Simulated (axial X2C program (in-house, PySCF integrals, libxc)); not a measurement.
## Potential curves of SeI, 2c

Computed with an in-house all-electron X2C program for linear molecules (integrals from PySCF). Two-component (2c) means X2C with spin–orbit coupling and atomic mean-field two-electron Coulomb and Gaunt terms. Basis: I dyall-cv3z [11s12p8d4f1g], Se dyall-cv3z [8s9p6d4f1g] (cores contracted in-house); Gaussian nuclei, density fitting, unrestricted open shells. Masses: I 126.904 u, Se 79.917 u.

State: Ω = 3/2 (⟨Sz⟩ = 0.50, ⟨Lz⟩ = 1.00 at PBE0). Energies in cm⁻¹ from the fragments at the same level (I + Se). Fits are polynomials in 1 − R0/R over 0.85 to 1.23 times the lowest point R0.

```tsv
R (Å)	PBE0
2.1315	-8758
2.2295	-13940
2.3030	-16086
2.3765	-17148
2.4500	-17403
2.5358	-16964
2.6215	-15973
2.7318	-14188
2.8665	-11610
3.0625	-7765
```

Occupations by symmetry block were frozen at the best pattern of an incomplete PBE0 search. De is counted from the lowest determinant-based energies of the atoms at the same level, without counterpoise correction. Density functionals use the spin component along the axis (collinear). The functionals have no current-density term, which raises determinants with orbital currents, atoms included.

Task: What are Re, ωe and De at the PBE0 level?

Result: At PBE0, 2c: Re = 2.441 Å, ωe ≈ 279 cm⁻¹, De = 2.16 eV to I + Se; Be follows as 0.0577 cm⁻¹.
